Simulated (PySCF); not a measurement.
[Zn(F)(CH3)], neutral singlet in the gas phase. 

Cartesian coordinates (Å):
```xyz
6

Zn    -0.0038     0.0002     0.0046
F      1.1070    -0.0469    -1.3547
C     -1.2187     0.0516     1.4915
H     -2.1106     0.6621     1.2454
H     -0.7279     0.4948     2.3811
H     -1.5578    -0.9706     1.7537
```
Charge 0, spin multiplicity 1.

All levels are single points at this geometry (PBE-D3(BJ)/def2-SVP); Pople sets use spherical d functions. Orbital energies aren't observables, and empty levels follow the basis.

TPSSh-D3(BJ)/def2-TZVP in PySCF gives dipole (D) = 2.73.

### Question
Estimate the dipole (D) from each of these levels: PBE-D3(BJ)/def2-TZVP in PySCF; B3LYP/LANL2DZ in PySCF; BP86/6-31G* (LANL2DZ on Zn) in PySCF; M06-2X/6-31G* (LANL2DZ on Zn) in PySCF; PBE/6-31G* (LANL2DZ on Zn) in PySCF; HF/3-21G in PySCF; HF/6-31G* (LANL2DZ on Zn) in PySCF; HF/STO-3G in PySCF.

### Answer

| level | dipole (D) |
|---|---|
| PBE-D3(BJ)/def2-TZVP in PySCF | 2.74 |
| B3LYP/LANL2DZ in PySCF | 3.05 |
| BP86/6-31G* (LANL2DZ on Zn) in PySCF | 2.37 |
| M06-2X/6-31G* (LANL2DZ on Zn) in PySCF | 2.52 |
| PBE/6-31G* (LANL2DZ on Zn) in PySCF | 2.35 |
| HF/3-21G in PySCF | 2.23 |
| HF/6-31G* (LANL2DZ on Zn) in PySCF | 2.52 |
| HF/STO-3G in PySCF | 0.35 |
